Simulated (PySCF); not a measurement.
Match the calculated data to a structure.

All candidates are C7H11ClO.

| technique | computed result |
| --- | --- |
| UV, first state | lowest singlet excitation: 5.11 eV (242 nm, f = 0.000) [TDDFT CAM-B3LYP/def2-SVPD] |
| Valence photoelectron | vertical ionisation energy: 10.51 eV [ΔSCF CAM-B3LYP/def2-SVPD] |
| Rotational structure | rotational constants A, B, C: 2.379, 0.988, 0.843 GHz [PBE0-D3(BJ)/def2-SVP] |
| 1H NMR | chemical shifts (computed TMS as zero) by class: 2.52 (1 H), 2.26 (2 H), 1.59 (1 H), 1.40 (2 H), 1.37 (2 H), 1.29 (2 H), 1.12 (1 H) ppm [GIAO PBE0/pcSseg-1] |
| 13C NMR | chemical shifts (computed TMS as zero) by class: 186.6 (1 C), 53.6 (1 C), 30.7 (2 C), 27.9 (1 C), 24.1 (2 C) ppm [GIAO PBE0/pcSseg-1] |
| Triplet | lowest triplet excitation (Tamm–Dancoff): 4.60 eV [TDA CAM-B3LYP/def2-SVPD] |
| Polarisability | 95.5 au [CAM-B3LYP/def2-SVPD] |
| NMR, other nuclei | isotropic shieldings of nuclei other than C and H, by class: -261 (1 O), 500 (1 Cl) ppm [GIAO PBE0/pcSseg-1] |
| UV, strongest line | among the 10 lowest singlet transitions: S10 at 8.39 eV (148 nm, f = 0.253) [TDDFT CAM-B3LYP/def2-SVPD] |

The electronic properties come from PySCF, for the isolated species, density fitting. Levels stand in brackets. One conformer (not necessarily the lowest) at the PBE0-D3(BJ)/def2-SVP geometry, without solvent, vibrations or thermal averaging. NMR classes are plain means over equivalent atoms (diastereotopic ones count apart unless rotation or inversion swaps them), as if these changed places fast.

Task: Which candidate is it?
A. `O=C(Cl)C1CCCCC1`
B. `CCC(C(=O)Cl)=C(C)C`
C. `C/C(=C/C(C)C)C(=O)Cl`

Result: A. It is `O=C(Cl)C1CCCCC1`. Numbering: `[O:1]=[C:2]([Cl:3])[CH:4]1[CH2:5][CH2:6][CH2:7][CH2:8][CH2:9]1`. Its formula, C7H11ClO, gives 2 degrees of unsaturation: 1 ring and 1 π bond in the structure found. 7 carbons fall into 5 classes; from least to most shielded: acyl halide carbon [C2] (186.6 ppm), sp3 carbon next to a carbonyl [C4] (53.6 ppm), ring CH2 carbon [C5/C9] (30.7 ppm, 2 C, up to 2.6 ppm apart in this geometry), ring CH2 carbon [C7] (27.9 ppm), ring CH2 carbon [C6/C8] (24.1 ppm, 2 C). Hydrogen classes from least to most shielded: 1 H on an sp3 carbon next to a carbonyl, C4 (2.52 ppm), 2 H on 2 ring CH2 carbons, C5/C9 (2.26 ppm), 1 H on a ring CH2 carbon, C7 (1.59 ppm), 2 H on 2 ring CH2 carbons, C6/C8 (1.40 ppm, a mean of values up to 0.5 ppm apart in this geometry), 2 H on 2 ring CH2 carbons, C6/C8 (1.37 ppm), 2 H on 2 ring CH2 carbons, C5/C9 (1.29 ppm), 1 H on a ring CH2 carbon, C7 (1.12 ppm). The other shieldings belong to: -261 ppm, carbonyl oxygen [O1]; 500 ppm, chlorine bonded to C [Cl3]. The first electron is taken from the HOMO, whose largest Löwdin shares are 0.43 on the carbonyl oxygen, 0.24 on the chlorine bonded to C, 0.08 on the acyl halide carbon and 0.07 on the sp3 carbon next to a carbonyl. The optimised geometry has point group C1 and is an asymmetric top.

The others, at the same levels:
- `CCC(C(=O)Cl)=C(C)C` fails: its computed lowest singlet excitation is 4.62 eV (268 nm, f = 0.002) (against 5.11 eV), vertical ionisation energy is 9.36 eV (against 10.51 eV) and lowest triplet excitation (Tamm–Dancoff) is 3.29 eV (against 4.60 eV).
- `C/C(=C/C(C)C)C(=O)Cl` fails: it has 6 carbon classes against 5; its computed 13C shifts are 174.5 (1 C), 171.0 (1 C), 134.8 (1 C), 32.1 (1 C), 25.5 (1 C), 23.1 (2 C) ppm, 1H shifts are 6.29 (1 H), 3.07 (1 H), 2.08 (3 H), 1.00 (6 H) ppm and rotational constant A is 2.514 GHz (against 2.379 GHz).

Each candidate is one conformer, not necessarily the lowest. Dipoles, sizes and rotational constants follow the conformer. The torsions of the flexible species, by atom-mapped SMILES:
- `[CH3:1][CH2:2][C:3]([C:4](=[O:5])[Cl:6])=[C:7]([CH3:8])[CH3:9]`: C1–C2–C3–C4 92°, C2–C3–C4–O5 168°
- `[CH3:1]/[C:2](=[CH:3]/[CH:4]([CH3:5])[CH3:6])[C:7](=[O:8])[Cl:9]`: C2–C3–C4–C5 146°, C1–C2–C7–O8 -165°

The conformers of `O=C(Cl)C1CCCCC1` aren't listed.
